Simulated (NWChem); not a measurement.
System: C4H3N; SMILES C=C=CC#N

Here is an NWChem input.

```
start job
memory heap 200 mb stack 900 mb global 1100 mb
geometry units angstroms noautosym nocenter noautoz
  C      0.459149    -2.216326     0.000000
  C     -0.137370    -1.059224     0.000000
  C     -0.752248     0.106993     0.000000
  C     -0.054112     1.352900     0.000000
  N      0.487780     2.378126     0.000000
  H      0.720017    -2.717244     0.938625
  H      0.720017    -2.717244    -0.938625
  H     -1.848673     0.150723     0.000000
end
basis spherical
  * library pcsseg-1
end
dft
  xc kt2
  iterations 150
end
property
  shielding 7 1 2 3 4 5 6 8
  efieldgrad
end
task dft property
```

All runs use the structure optimised with PBE0/def2-SVP.

GIAO values for the isolated, static molecule; σ is the absolute isotropic shielding, δ = σ(reference) − σ with the isolated reference molecule computed at the same levels (13C: tetramethylsilane, 1H: tetramethylsilane, 15N: ammonia).

Atoms are numbered as in the input.

Give the results of this calculation. (KT2/pcSseg-1, GIAO.) Quantities: δ C1 (ppm); δ C2 (ppm); δ C3 (ppm); δ C4 (ppm); δ N5 (ppm); δ H6 (ppm); δ H8 (ppm).


```json
{
 "δ C1 (ppm)": "77.7",
 "δ C2 (ppm)": "219.1",
 "δ C3 (ppm)": "67.1",
 "δ C4 (ppm)": "105.3",
 "δ N5 (ppm)": "306.6",
 "δ H6 (ppm)": "5.35",
 "δ H8 (ppm)": "5.21"
}
```
